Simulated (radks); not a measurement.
All-electron atom: the nickel ion Ni16+ in [Ne] 3s2 (the NIST ground configuration).

Calculated with a radial shooting solver on a logarithmic mesh with Libxc functionals: non-relativistic Kohn-Sham, PBE, spin-polarised, spherical densities, point nucleus.

Energy parts (Ry):
| part | energy |
|---|---|
| total | -2762.13853 |
| kinetic | 2761.20810 |
| electron-nucleus | -6027.26023 |
| Hartree | 596.14204 |
| exchange-correlation | -92.22844 |

Orbitals (lengths in bohr, moments of r in powers of bohr; <r^-3> diverges for s and p1/2; r(90%) holds 90 % of the orbital's charge):
1s: occ. 2; eigenvalue (Ry) -638.9077; <1/r> 27.52; <r^2> 0.004027; r(90%) 0.0976
2s: occ. 2; eigenvalue (Ry) -110.7724; <1/r> 6.029; <r^2> 0.07050; r(90%) 0.377
2p: occ. 6; eigenvalue (Ry) -102.1531; <1/r> 5.982; <r^2> 0.05540; r(90%) 0.347; <r^-3> 613.9
3s: occ. 2; eigenvalue (Ry) -40.35990; <1/r> 2.323; <r^2> 0.4405; r(90%) 0.904
3p: occ. 0; eigenvalue (Ry) -37.62019; <1/r> 2.266; <r^2> 0.4281; r(90%) 0.902; <r^-3> 130.9
4s: occ. 0; eigenvalue (Ry) -20.61744; <1/r> 1.224; <r^2> 1.577; r(90%) 1.67

The highest occupied level is 3s at -549.12 eV. For comparison, the ionisation energy in NIST's Atomic Spectra Database is 571.1 eV (semi-empirical). In exact Kohn-Sham theory the highest level is minus the ionisation energy, but local and semilocal functionals leave it too shallow, through self-interaction and a potential that decays too fast; potentials with the right tail come closer. The electron density at the nucleus is 1.509e+04 e/bohr^3.
